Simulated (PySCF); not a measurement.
C4H12Ge, charge -1, doublet, at the geometry of the source list (a state made from the parent by changing its charge; the spin is typed, not shown lowest) (in this run its highest filled SCF level lies above zero, so its values depend strongly on the basis, on diffuse functions most of all); BLYP/3-21G in PySCF.

PySCF was given this input:
```python
from pyscf import gto, scf, dft

mol = gto.M(
    atom='''
Ge    1.857200    0.923200   -0.020100
C     0.555500   -0.113300    1.045800
C    -0.777900   -0.439000    0.373200
C    -0.599600   -1.506800   -0.700600
C    -1.403400    0.815200   -0.224700
H     3.172100    0.948200    0.693700
H     2.126000    0.368600   -1.384400
H     1.447800    2.349300   -0.201800
H     0.366600    0.460600    1.957000
H     1.036100   -1.042300    1.361000
H    -1.456300   -0.835600    1.140900
H     0.122000   -1.172000   -1.443600
H    -1.544100   -1.706300   -1.201100
H    -0.239000   -2.436500   -0.263900
H    -0.827800    1.135400   -1.094300
H    -1.407900    1.623900    0.503500
H    -2.427300    0.627400   -0.540600
''',
    basis='3-21g',
    charge=-1,
    spin=1,
    verbose=5,
)

mf = dft.UKS(mol)
mf.xc = 'blyp'
mf.kernel()
```

It wrote (shortened):

```
PySCF version 2.14.0

[INPUT] verbose = 5
[INPUT] max_memory = 4000
[INPUT] num. atoms = 17
[INPUT] num. electrons = 69
[INPUT] charge = -1
[INPUT] spin (= nelec alpha-beta = 2S) = 1
[INPUT] symmetry False subgroup None
[INPUT] Mole.unit = angstrom
[INPUT] Symbol           X                Y                Z      unit          X                Y                Z       unit  Magmom
[...]
[INPUT] ---------------- BASIS SET ----------------
[INPUT] l, kappa, [nprim/nctr], expnt,             c_1 c_2 ...
[INPUT] Ge
[...]
                                767.72417         0.373167
                                168.18881         0.684787
[...]
                                48.95543          0.0912
                                15.1837           0.963449
[...]
                                5.441437          0.293883
                                1.742603          0.889199
[...]
                                0.263093          1.19067
[...]
                                48.95543          0.57538
                                15.1837           0.445995
[...]
                                5.441437          0.473245
                                1.742603          0.603278
[...]
                                0.263093          0.98749
[...]
                                6.223814          0.511492
                                1.588737          0.58577
[INPUT] H
[...]
                                0.824547          0.904691
[...]
[INPUT] C
[...]
                                25.9109           0.358794
                                5.53335           0.700713
[...]
                                0.770545          1.21584
[...]
                                0.770545          0.860619
[...]
nuclear repulsion = 367.058359657836
number of shells = 54
number of NR pGTOs = 150
number of NR cGTOs = 82
basis = 3-21g
ecp = {}

******** <class 'pyscf.dft.uks.UKS'> ********
method = UKS
initial guess = minao
damping factor = 0
level_shift factor = 0
DIIS = <class 'pyscf.scf.diis.CDIIS'>
diis_start_cycle = 1
diis_space = 8
diis_damp = 0
SCF conv_tol = 1e-09
SCF conv_tol_grad = None
SCF max_cycles = 50
direct_scf = True
direct_scf_tol = 1e-13
number electrons alpha = 35  beta = 34
XC library pyscf.dft.libxc version 7.1.2
    S. Lehtola, C. Steigemann, M. J. T. Oliveira, and M. A. L. Marques,  SoftwareX 7, 1–5 (2018)
XC functionals = blyp
    A. D. Becke,  Phys. Rev. A 38, 3098 (1988)
    C. Lee, W. Yang, and R. G. Parr,  Phys. Rev. B 37, 785 (1988)
[...]
  2.59147991e-01  2.60617709e-01  2.92784712e-01  2.96888581e-01
  3.01568783e-01  3.10765820e-01  3.15531112e-01  3.28463266e-01
  3.46520637e-01  3.50243182e-01  3.64475014e-01  3.96901047e-01
  4.10646618e-01  4.33365830e-01  4.46685037e-01  4.63715871e-01
  4.85087332e-01  5.90726813e-01  7.85484590e-01  8.34211714e-01
  8.59997871e-01  8.70738179e-01  8.96885120e-01  9.41319290e-01
  9.48995196e-01  9.93384045e-01  1.06468712e+00  1.07795154e+00
  1.09424449e+00  1.14270837e+00  1.16045999e+00  1.18019342e+00
  1.20251743e+00  1.22076752e+00  1.22519182e+00  1.23330202e+00
  1.26001045e+00  1.26218072e+00  1.28481557e+00  1.31664008e+00
  1.34054397e+00  1.36704816e+00  1.72969564e+00  2.09787240e+00
  2.10012554e+00  2.44128202e+00]
  beta  mo_energy =
[-3.94350622e+02 -4.86981807e+01 -4.32165709e+01 -4.32164699e+01
 -4.32163569e+01 -9.68500779e+00 -9.67141778e+00 -9.67092101e+00
 -9.62627158e+00 -5.65795806e+00 -3.85364565e+00 -3.85344069e+00
 -3.85099924e+00 -7.32280409e-01 -7.32031625e-01 -7.31221496e-01
 -7.23965008e-01 -7.23149974e-01 -5.49569813e-01 -4.42621157e-01
 -4.18566232e-01 -3.24323224e-01 -2.67871174e-01 -2.37791037e-01
 -2.09018184e-01 -2.04848496e-01 -1.69392914e-01 -1.41217622e-01
 -1.29719927e-01 -1.12006430e-01 -1.08615872e-01 -8.28618751e-02
 -8.07726263e-02 -4.32576308e-02  2.32850187e-01  2.47386839e-01
  2.64270496e-01  2.66813574e-01  2.96529024e-01  3.00300231e-01
  3.06665487e-01  3.14904078e-01  3.19359613e-01  3.35524601e-01
  3.50746101e-01  3.54365028e-01  3.68222238e-01  3.98884448e-01
  4.14022579e-01  4.36713952e-01  4.54344740e-01  4.67224780e-01
  4.91910933e-01  5.98424581e-01  7.87079204e-01  8.36509714e-01
  8.61702894e-01  8.72447354e-01  8.99258070e-01  9.43960454e-01
  9.50047795e-01  9.99019652e-01  1.06662188e+00  1.07998997e+00
  1.09816817e+00  1.14535049e+00  1.16313370e+00  1.18151522e+00
  1.20442110e+00  1.22281430e+00  1.22745424e+00  1.23483920e+00
  1.26232792e+00  1.26329890e+00  1.28682141e+00  1.31847571e+00
  1.34304880e+00  1.36828692e+00  1.73311956e+00  2.09935728e+00
  2.10568451e+00  2.44281886e+00]
multiplicity <S^2> = 0.75088172  2S+1 = 2.0008815
nelec by numeric integration = [35.00011588 34.00009593]
E1 = -3839.3696084220906  E2 = 1246.8022507497517  Ecoul = 1352.132038282271  Exc = -105.32978753251933
Extra cycle  E= -2225.5089980145  delta_E= 7.7e-10  |g|= 3.76e-05  |ddm|= 0.000808
converged SCF energy = -2225.5089980145  <S^2> = 0.75088172  2S+1 = 2.0008815
```
